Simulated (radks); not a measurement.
The numbers below are computed, except where a source is named.
Q: Ionisation of Zr3+, [Kr] 4d1, to Zr4+, [Kr], under several functionals. Dirac Kohn-Sham, spin-unpolarised, spherical densities, point nucleus; open shells fill j = l - 1/2 first; a radial shooting solver on a logarithmic mesh with Libxc functionals. Known Delta-SCF values: PW91 34.412 eV; PBEsol 34.277 eV; exchange-only B88 33.211 eV. What does HCTH/407 give, and what is its highest occupied eigenvalue?

A: 34.715 eV by Delta-SCF; the 4d3/2 eigenvalue is -28.648 eV. NIST: 34.418 eV (measured).

Beside tabulated values, note that spin-unpolarised runs miss the spin-polarisation part of the exchange energy of open shells.
